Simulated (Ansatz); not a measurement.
Z-matrix (Å, degrees):
```
C
Ti 1 2.030
H 1 1.093 2 109.2
H 1 1.094 2 108.1 3 119.7
H 1 1.093 2 109.2 3 -120.5
F 2 1.745 1 105.2 3 -179.4
F 2 1.745 1 105.2 3 -60.1
Cl 2 2.189 1 105.7 3 60.3
```

Total charge 0; spin multiplicity 1.

(1) List the CAM-B3LYP/def2-TZVPP orbital energies in eV (the Gaussian-basis code of Ansatz). (Estimate.)

Results:

(1) Ansatz gave: Occupied: -4872.18, -2764.57, -673.94, -673.94, -546.50, -457.07, -457.04, -457.00, -278.98, -259.37, -198.35, -198.31, -198.30, -69.52, -45.67, -45.38, -45.02, -33.96, -33.69, -24.42, -21.34, -15.04, -15.00, -14.50, -14.46, -14.31, -13.86, -13.51, -13.33, -12.27, -11.22, -11.17, -10.40. Lowest empty: -1.71, -1.51, -0.87, -0.41, -0.28, 0.53, 2.26, 2.74.
